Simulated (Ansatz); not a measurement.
`C1=C[SiH2]OC1` → `C#COC[SiH3]`  (isomerisation)

Gas-phase electronic energies from Ansatz, PBE0-D4/def2-TZVP geometries. CCSD(T)/CBS is the MP2 limit (def2-TZVPP, def2-QZVPP) plus CCSD(T) − MP2 in def2-TZVPP, frozen cores. DFT in def2-TZVPP. Each species was taken in one conformer, which may not be the lowest.

```tsv
level	ΔE (kJ/mol)
B97M-V	347.5
MP2/def2-TZVPP	344.7
```

**Question.** What does CCSD(T)/CBS give? (Estimate.)

**Answer.** Ansatz gave: +344.4 kJ/mol. The listed levels differ from it by 3.1, 0.3 kJ/mol.

Largest T1 diagnostic among the species: 0.013.

From r2SCAN to r2SCAN0 (25 % exact exchange), in def2-TZVPP and without D4, ΔE moves by +11.5 kJ/mol. Leaving LDA and LC-ωPBE aside and taking each functional with its dispersion term where it has one, the values, not all of them listed here, spread over 44.8 kJ/mol, from BLYP-D4 to PBE-QIDH. LDA lies +22.9 kJ/mol from PBE without D4. At CCSD(T), def2-SVP lies −24.1 kJ/mol from the extrapolated value and def2-TZVPP −4.0 kJ/mol.

CCSD(T)/CBS has its own doubt, a few kJ/mol and more with outer-core shells, so smaller differences from it don't rank the levels.
